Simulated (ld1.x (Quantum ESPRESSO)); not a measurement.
**Plane-wave convergence, TM potential for palladium (Pd)**

ld1.x (Quantum ESPRESSO) 7.5 input, shortened:

```
&input
   title='Pd', zed=46., rel=2, dft='PZ', iswitch=3,
   config='[Kr] 4d10 5s0 5p0', rel_dist='average'
 /
 &inputp
   pseudotype=2, tm=.true., lloc=0,
   nlcc=.true., new_core_ps=.true.
 /
3
5P  2  1   0.00   0.00  2.65  2.65  0.0
4D  3  2  10.00   0.00  2.20  2.20  0.0
5S  1  0   0.00   0.00  1.90  1.90  0.0
 &test
   configts(1)='4d10 5s0 5p0'
 /
```

Open shells are filled in proportion to 2j + 1 (rel_dist='average').

The pseudo-atom Hamiltonian at the reference potential is diagonalised in spherical Bessel functions j_l(qr) that vanish at 20 bohr, with q² up to the cutoff. All-electron valence levels (Ry): 5p1/2 -0.0310, 5p3/2 -0.0246, 4d3/2 -0.3368, 4d5/2 -0.3046, 5s -0.2662.

Problem. How do the lowest levels (Ry) of each channel move with the cutoff, and are there ghosts?

Solution.

```tsv
cutoff (Ry)	p1/2 #1	p3/2 #1	d3/2 #1	d5/2 #1	s #1	s #2	f #1	Σ f·Δε (mRy)
8	-0.0306	-0.0241	0.0680	0.0680	-0.2461	0.0251	0.1152	3855.1
12	-0.0307	-0.0241	0.0676	0.0675	-0.2537	0.0244	0.1152	3850.2
21	-0.0308	-0.0242	-0.0628	-0.0535	-0.2643	0.0234	0.1152	2602.4
30	-0.0308	-0.0242	-0.2791	-0.2528	-0.2647	0.0234	0.1152	541.5
40	-0.0308	-0.0242	-0.3338	-0.3020	-0.2658	0.0233	0.1152	27.8
50	-0.0308	-0.0242	-0.3367	-0.3044	-0.2659	0.0233	0.1152	1.4
70	-0.0308	-0.0242	-0.3367	-0.3045	-0.2661	0.0233	0.1152	0.8
90	-0.0308	-0.0242	-0.3368	-0.3046	-0.2661	0.0233	0.1152	0.1
400	-0.0308	-0.0242	-0.3368	-0.3046	-0.2662	0.0233	0.1152	0.0
```

Result: no extra level below or beside the all-electron valence levels (p1/2, p3/2, d3/2, d5/2, s, f tested); 10 mRy is reached at 45 Ry and 1 mRy at 70 Ry.

Its largest configuration-test error is -2216 meV.
